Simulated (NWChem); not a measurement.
System: CH4AlFO; SMILES [CH3][Al]([OH])[F]

The following NWChem deck was run.

```
start job
memory heap 200 mb stack 900 mb global 1100 mb
geometry units angstroms noautoz
  Al     0.017532    -0.043868    -0.084710
  F     -1.298091    -0.975360    -0.517369
  C     -0.112503     1.880670    -0.002286
  H     -0.401292     2.298302    -0.980369
  H      0.842393     2.337215     0.298223
  H     -0.885505     2.192839     0.718463
  O      1.466880    -0.845851     0.278435
  H      1.600273    -1.794674     0.257518
end
basis spherical
  * library def2-svp
end
dft
  xc xpbe96 cpbe96
  iterations 150
  mulliken
end
task dft energy
```

NWChem printed, in part:

```
             Northwest Computational Chemistry Package (NWChem) 7.3.0
             --------------------------------------------------------

 CS  symmetry detected

                             Geometry "geometry" -> ""
                             -------------------------

 Output coordinates in angstroms (scale by  1.889725989 to convert to a.u.)

  No.       Tag          Charge          X              Y              Z
 ---- ---------------- ---------- -------------- -------------- --------------
    1 Al                  13.0000    -0.00504827    -0.04881187     0.00000000
    2 F                    9.0000    -1.43761085    -0.90525772     0.00000000
    3 C                    6.0000    -0.00243093     1.88187259     0.00000000
    4 H                    1.0000    -0.52755768     2.27658704    -0.88481846
    5 H                    1.0000     1.02167142     2.28409110     0.00000000
    6 H                    1.0000    -0.52755768     2.27658704     0.88481846
    7 O                    8.0000     1.44239072    -0.93231683     0.00000000
    8 H                    1.0000     1.51302901    -1.88809219     0.00000000

 Effective nuclear repulsion energy (a.u.)     156.3742546822

      Symmetry information
      --------------------

 Group name             Cs
 Group number              2
 Group order               2
 No. of unique centers     7

  pbe96 is a nonlocal functional; adding pw91lda local functional.

                                 NWChem DFT Module
                                 -----------------

 Summary of "ao basis" -> "ao basis" (spherical)
 ------------------------------------------------------------------------------
       Tag                 Description            Shells   Functions and Types
 ---------------- ------------------------------  ------  ---------------------
 Al                         def2-svp                 8       18   4s3p1d
 F                          def2-svp                 6       14   3s2p1d
 C                          def2-svp                 6       14   3s2p1d
 H                          def2-svp                 3        5   2s1p
 O                          def2-svp                 6       14   3s2p1d

      Symmetry analysis of basis
      --------------------------

        a'         56
        a"         24

            General Information
            -------------------
          SCF calculation type: DFT
          Wavefunction type:  closed shell.
          No. of atoms     :     8
          No. of electrons :    40
           Alpha electrons :    20
            Beta electrons :    20
          Charge           :     0
          Spin multiplicity:     1
          Use of symmetry is: on ; symmetry adaption is: on
          Maximum number of iterations: 150
          AO basis - number of functions:    80
                     number of shells:    38
          Convergence on energy requested:  1.00D-06
          Convergence on density requested:  1.00D-05
          Convergence on gradient requested:  5.00D-04

              XC Information
              --------------
          PerdewBurkeErnzerhof Exchange Functional  1.000
            Perdew 1991 LDA Correlation Functional  1.000 local
           PerdewBurkeErnz. Correlation Functional  1.000 non-local

             Grid Information
             ----------------
          Grid used for XC integration:  medium
          Radial quadrature: Mura-Knowles
          Angular quadrature: Lebedev.
          Tag              B.-S. Rad. Rad. Pts. Rad. Cut. Ang. Pts.
          ---              ---------- --------- --------- ---------
          Al                  1.25       88           8.0       590
          F                   0.50       49          11.0       434
          C                   0.70       49          11.0       434
          H                   0.35       45          12.0       434
          O                   0.60       49          10.0       434
          Grid pruning is: on
          Number of quadrature shells:   370
          Spatial weights used:  Erf1

      Superposition of Atomic Density Guess
      -------------------------------------

 Sum of atomic energies:        -455.39700901

      Non-variational initial energy
      ------------------------------

 Total energy =    -456.413692
 1-e energy   =    -941.340718
 2-e energy   =     328.552771
 HOMO         =      -0.412731
 LUMO         =      -0.024567

      Symmetry analysis of molecular orbitals - initial
      -------------------------------------------------

  Numbering of irreducible representations:

     1 a'          2 a"

  Orbital symmetries:

     1 a'          2 a'          3 a'          4 a'          5 a'
     6 a'          7 a'          8 a"          9 a'         10 a'
    11 a'         12 a'         13 a'         14 a'         15 a"
    16 a'         17 a"         18 a'         19 a"         20 a'
    21 a'         22 a"         23 a'         24 a'         25 a'
    26 a"         27 a'         28 a'         29 a'         30 a"

     ---------------------------------------------
      Total Density - Mulliken Population Analysis
     ---------------------------------------------

    Atom       Charge   Shell Charges
 -----------   ------   -------------------------------------------------------
    1 Al  13    11.57   2.00  1.99  0.65  0.08  5.93  0.49  0.19  0.22
    2 F    9     9.68   1.99  1.15  0.79  3.57  2.18  0.00
    3 C    6     6.66   1.99  0.95  0.30  2.10  1.30  0.01
    4 H    1     0.86   0.65  0.18  0.03
    5 H    1     0.86   0.65  0.18  0.03
    6 H    1     0.86   0.65  0.18  0.03
    7 O    8     8.88   1.99  1.11  0.64  3.15  2.00  0.00
    8 H    1     0.65   0.52  0.07  0.06

[...]
```

Level: PBE/def2-SVP. Coordinates come from a PBE0/def2-SVP optimisation.
